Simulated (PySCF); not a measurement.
Species: C4H8OPSi (doublet state).
Numbering: `[PH2:1][Si:2]1[CH2:3][CH2:4][CH:5]=[CH:6][O:7]1` (hydrogens: H8, H9 on P1; H10, H11 on C3; H12, H13 on C4; H14 on C5; H15 on C6)

Cartesian coordinates in Å at the GFN2-xTB level; atoms count from 1:
```
atom  x, y, z in Å
P1     2.430   -1.085    1.062
Si2    1.312    0.046   -0.537
C3    -0.339   -0.821   -1.013
C4    -1.372   -0.462    0.059
C5    -1.516    1.021    0.227
C6    -0.478    1.844    0.269
O7     0.809    1.448    0.170
H8     3.048   -1.933    0.158
H9     3.506   -0.212    1.081
H10   -0.224   -1.902   -1.072
H11   -0.693   -0.476   -1.985
H12   -1.061   -0.902    1.015
H13   -2.341   -0.896   -0.198
H14   -2.508    1.426    0.342
H15   -0.577    2.914    0.400
```

The hyperfine couplings belong to this conformer and change with its torsions.

Level of theory: UKS B3LYP, pcH-1 on C H O P Si, non-relativistic, mean-field spin-orbit, GIAO in PySCF 2.14.0. Isolated species at its GFN2-xTB geometry (one conformer only). Couplings are sensitive to structure, and on GFN2-xTB geometries they can be far from those on DFT ones, by a factor of two or more for some ions and for spin on atoms past the first row. No stability test was run, so a lower SCF solution isn't excluded.

Mulliken spin populations: P1 +0.159, Si2 +0.732, C3 +0.035, C4 +0.005, C5 +0.041, C6 -0.016, O7 +0.034, H8 -0.001, H9 +0.001, H10 +0.001, H11 -0.002, H12 +0.001, H13 +0.010, H14 -0.001, H15 0.000.

What dipolar couplings does the calculation give for H10, H11, H12, H13, H14, H15?

```
atom          position  distance from Si2 (Å)  T1 (MHz)     T2    T3
 H10  2 bonds from Si2                   2.54     -3.94  -1.35  5.29
 H11  2 bonds from Si2                   2.53     -4.81  -2.79  7.60
 H12  3 bonds from Si2                   2.99     -2.09  -0.92  3.01
 H13  3 bonds from Si2                   3.79     -1.73  -0.43  2.16
 H14  4 bonds from Si2                   4.16     -2.11  -0.98  3.09
 H15  3 bonds from Si2                   3.56     -1.64  -0.96  2.59
```

Estimate them with point dipoles: put each population ρk at its nucleus, leave out the nucleus itself and the atom bound to it, and sum T = Σ [ρk/(2S)]·C·(3 n nᵀ − 1)/r³ with C = μ0 gₑ μB g_N μN/(4π h) = 79.06 MHz Å³.

| atom | T1 (MHz) | T2 | T3 | T3, computed | difference in T3 (%) |
| --- | --- | --- | --- | --- | --- |
| H10 | -3.80 | -3.51 | 7.31 | 5.29 | +38 |
| H11 | -3.85 | -3.45 | 7.30 | 7.60 | -4 |
| H12 | -2.70 | -1.82 | 4.51 | 3.01 | +50 |
| H13 | -1.70 | -1.09 | 2.79 | 2.16 | +29 |
| H14 | -0.95 | -0.88 | 1.84 | 3.09 | -41 |
| H15 | -2.04 | -1.29 | 3.33 | 2.59 | +29 |

In T3 the estimate is closest for H11 (-4 %, 2.53 Å from Si2) and worst for H12 (+50 %, 2.99 Å).
